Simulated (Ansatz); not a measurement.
Z-matrix (Å, degrees):
```
C
Ge 1 1.957
H 1 1.092 2 110.4
H 1 1.090 2 110.5 3 -119.3
H 1 1.092 2 110.7 3 120.7
C 2 1.979 1 108.5 3 -61.3
H 2 1.541 1 109.6 3 58.8
H 2 1.544 1 110.1 3 178.5
O 6 1.418 2 112.5 1 50.4
H 6 1.091 2 109.3 1 168.4
H 6 1.098 2 109.9 1 -74.6
H 9 0.960 6 108.5 2 -64.0
```

The species carries charge 0 and has multiplicity 1.

**Question.** List the PBE/def2-TZVPP orbital energies in eV (Ansatz 0.2.0). (An estimate is asked.)

**Answer.** Computed: Occupied: -10804.00, -1337.37, -1190.78, -1190.78, -1190.78, -510.37, -270.06, -268.83, -161.96, -113.41, -113.39, -113.38, -29.25, -29.23, -29.23, -29.18, -29.17, -25.59, -17.39, -16.67, -13.11, -12.14, -10.58, -10.17, -10.01, -9.25, -7.95, -7.73, -7.45, -5.80. Lowest empty: -0.31, 0.43, 0.87, 1.11, 1.38, 1.78, 1.98, 2.19.
